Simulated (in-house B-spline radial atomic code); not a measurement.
## Ionising Tc²⁺ with different functionals

Computed with a radial B-spline atomic code at the basis-set limit: scalar-relativistic (spin-free X2C) Hamiltonian, Fermi nucleus of rms radius 4.41117 fm, spin-polarised at highest spin, spherical fractional occupations for the functionals, the average over the highest-spin determinants for Hartree-Fock. The ionisation energy is the difference of two self-consistent energies, [Kr] 4d5 → [Kr] 4d4, without Breit or QED terms; ε is the level of the shell that loses the electron (its least bound occupied spin orbital). There is no spin-orbit coupling in this Hamiltonian.

Hybrids are left out here: with spherical fractional occupations of an open shell their exact exchange keeps a self-interaction that integer-occupation calculations don't have.

```json
{"method": "Hartree-Fock", "rung": "Hartree-Fock", "ΔSCF (eV)": "28.93", "-ε(4d) (eV)": "30.01"}
{"method": "LDA VWN5", "rung": "LDA", "ΔSCF (eV)": "30.11", "-ε(4d) (eV)": "23.91"}
{"method": "LDA PW92", "rung": "LDA", "ΔSCF (eV)": "30.10", "-ε(4d) (eV)": "23.90"}
{"method": "LDA exchange-only", "rung": "LDA", "ΔSCF (eV)": "28.98", "-ε(4d) (eV)": "22.86"}
{"method": "PBE", "rung": "GGA", "ΔSCF (eV)": "30.03", "-ε(4d) (eV)": "23.82"}
{"method": "PBEsol", "rung": "GGA", "ΔSCF (eV)": "30.00", "-ε(4d) (eV)": "23.80"}
{"method": "BLYP", "rung": "GGA", "ΔSCF (eV)": "29.71", "-ε(4d) (eV)": "23.49"}
{"method": "RPBE", "rung": "GGA", "ΔSCF (eV)": "?", "-ε(4d) (eV)": "?"}
{"method": "PW91", "rung": "GGA", "ΔSCF (eV)": "30.09", "-ε(4d) (eV)": "23.88"}
{"method": "BP86", "rung": "GGA", "ΔSCF (eV)": "?", "-ε(4d) (eV)": "?"}
{"method": "AM05", "rung": "GGA", "ΔSCF (eV)": "29.96", "-ε(4d) (eV)": "23.76"}
{"method": "OLYP", "rung": "GGA", "ΔSCF (eV)": "30.02", "-ε(4d) (eV)": "23.75"}
{"method": "TPSS", "rung": "meta-GGA", "ΔSCF (eV)": "29.95", "-ε(4d) (eV)": "23.74"}
{"method": "SCAN", "rung": "meta-GGA", "ΔSCF (eV)": "30.28", "-ε(4d) (eV)": "24.09"}
{"method": "r2SCAN", "rung": "meta-GGA", "ΔSCF (eV)": "30.33", "-ε(4d) (eV)": "24.14"}
{"method": "revTPSS", "rung": "meta-GGA", "ΔSCF (eV)": "29.91", "-ε(4d) (eV)": "23.70"}
```

**Question.** What does BP86 give?

**Answer.** ΔSCF 30.04 eV, and -ε(4d) = 23.84 eV.

**Question.** What does RPBE give?

**Answer.** ΔSCF 29.98 eV, and -ε(4d) = 23.77 eV.

**Question.** How do they compare with the NIST value?

**Answer.** NIST lists 29.550 eV (semi-empirical, ground level to ground level). Errors run from -0.62 to +0.78 eV; BLYP is closest (+0.16 eV), but part of that can be cancellation, since the calculations leave out spin-orbit coupling, Breit-QED terms, multiplet and fine-structure energies. Hartree-Fock also lacks correlation.
